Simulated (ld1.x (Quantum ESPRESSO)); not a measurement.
Pseudopotential generation for Fe (Z = 26): TM semilocal, PBE, scalar-relativistic.

The input file (ld1.x (Quantum ESPRESSO) 7.5):

```
&input
   title='Fe', zed=26., rel=1, dft='PBE', iswitch=3,
   config='[Ar] 3d6 4s1.75 4p0.25',
   nld=3, rlderiv=2.35, eminld=-3.0, emaxld=5.0, deld=0.02
 /
 &inputp
   pseudotype=1, tm=.true., lloc=1,
   nlcc=.true., rcore=0.45,
   file_pseudopw='Fe.pp', file_wfcaegen='ae.wfc', file_wfcncgen='nc.wfc'
 /
3
4S  1  0   1.75   0.00  1.95  1.95  0.0
3D  3  2   6.00   0.00  0.95  0.95  0.0
4P  2  1   0.25   0.00  2.15  2.15  0.0
 &test
   configts(1)='3d6 4s1.75 4p0.25'
 /
```

Command:

```bash
ld1.x < Fe.in > Fe.out
```

Resulting log (shortened: banner, matrices, multipoles, cross overlaps and the repeated all-electron block are left out):

```
Program LD1 v.7.5
     --------------------------- All-electron run ----------------------------

     Fe
     scalar relativistic calculation

     atomic number is 26.00
     dft =PBE   lsd =0 sic =0 latt =0  beta=0.20 tr2=1.0E-14
     Exchange-correlation= PBE
                           (   1   4   3   4   0   0   0)
     mesh =1191 r(mesh) = 101.18024 a.u. xmin = -7.00 dx = 0.01250
     1 Ry =  13.60569312 eV, c = 137.03599908

     n l     nl                  e(Ry)          e(Ha)          e(eV)
     1 0     1S 1( 2.00)      -514.4460      -257.2230     -6999.3939
     2 0     2S 1( 2.00)       -60.2815       -30.1407      -820.1710
     2 1     2P 1( 6.00)       -51.3682       -25.6841      -698.9000
     3 0     3S 1( 2.00)        -6.9445        -3.4722       -94.4841
     3 1     3P 1( 6.00)        -4.4475        -2.2237       -60.5107
     3 2     3D 1( 6.00)        -0.5849        -0.2925        -7.9582
     4 0     4S 1( 1.75)        -0.4107        -0.2053        -5.5875
     4 1     4P 1( 0.25)        -0.1142        -0.0571        -1.5531

     final scf error:  2.7E-15 reached in  27 iterations

     Etot =   -2544.828851 Ry,   -1272.414426 Ha,  -34624.160398 eV

     Ekin =    2575.266482 Ry,    1287.633241 Ha,   35038.285461 eV
     Encl =   -6084.408253 Ry,   -3042.204126 Ha,  -82782.591519 eV
     Eh   =    1075.373132 Ry,     537.686566 Ha,   14631.196822 eV
     Exc  =    -111.060212 Ry,     -55.530106 Ha,   -1511.051162 eV

     normalization and overlap integrals

     s(1S/1S) =  1.000000  <r> =   0.0585  <r2> =    0.0046  r(max) =   0.0385
     s(2S/2S) =  1.000000  <r> =   0.2669  <r2> =    0.0841  r(max) =   0.2213
     s(2P/2P) =  1.000000  <r> =   0.2355  <r2> =    0.0682  r(max) =   0.1790
     s(3S/3S) =  1.000000  <r> =   0.8106  <r2> =    0.7588  r(max) =   0.6990
     s(3P/3P) =  1.000000  <r> =   0.8577  <r2> =    0.8684  r(max) =   0.7167
     s(3D/3D) =  1.000000  <r> =   1.1369  <r2> =    1.7476  r(max) =   0.7078
     s(4S/4S) =  1.000000  <r> =   2.9655  <r2> =   10.2473  r(max) =   2.4095
     s(4P/4P) =  1.000000  <r> =   4.4227  <r2> =   23.6613  r(max) =   3.2933

     ------------------------ End of All-electron run ------------------------

     --------------------- Generating NC pseudopotential ---------------------

      Generating local pot.: lloc=1, matching radius rcloc =   2.1500

      Computing core charge for nlcc:

       r > 0.45 : true rho core
       r < 0.45 : rho core = a sin(br)/r    a=  23.84  b=   4.67

      Integrated core pseudo-charge :   9.87

      Wfc   4S  rcut= 1.948  Using Troullier-Martins method

      Wfc   3D  rcut= 0.944  Using Troullier-Martins method

     ------------------- End of pseudopotential generation -------------------

     Computing logarithmic derivative in   2.36475
     Computing logarithmic derivative in   2.36475
     Computing the partial wave expansion
     R is outside the sphere for l=    0 j= 0.00
       no projector for channel:   1
     R is outside the sphere for l=    2 j= 0.00

     ---------------------- Testing the pseudopotential ----------------------

     Fe
     scalar relativistic calculation

     atomic number is 26.00   valence charge is  8.00
     dft =PBE   lsd =0 sic =0 latt =0  beta=0.20 tr2=1.0E-14
     mesh =1191 r(mesh) = 101.18024 xmin = -7.00 dx = 0.01250

     n l     nl             e AE (Ry)        e PS (Ry)    De AE-PS (Ry)
     3 2     3D   1( 6.00)       -0.58491       -0.58489       -0.00003
     1 0     4S   1( 1.75)       -0.41068       -0.41068        0.00000
     2 1     4P   1( 0.25)       -0.11415       -0.11415       -0.00000

     eps = 2.3E-15  iter =  9

     Etot =   -2544.828851 Ry,   -1272.414426 Ha,  -34624.160398 eV
     Etotps =   -62.083950 Ry,     -31.041975 Ha,    -844.695173 eV

     Ekin =      79.535200 Ry,      39.767600 Ha,    1082.131529 eV
     Encl =     -76.855287 Ry,     -38.427644 Ha,   -1045.669451 eV
     Ehrt =      39.776205 Ry,      19.888102 Ha,     541.182836 eV
     Ecxc =     -31.957921 Ry,     -15.978960 Ha,    -434.809660 eV
     (Ecc =     -19.116765 Ry,      -9.558382 Ha,    -260.096832 eV)
     Epseu=     -72.582148 Ry,     -36.291074 Ha,    -987.530427 eV

     ---------------------- End of pseudopotential test ----------------------
```

Generation and configuration tests took about 2.5 s on one core of a shared server CPU.
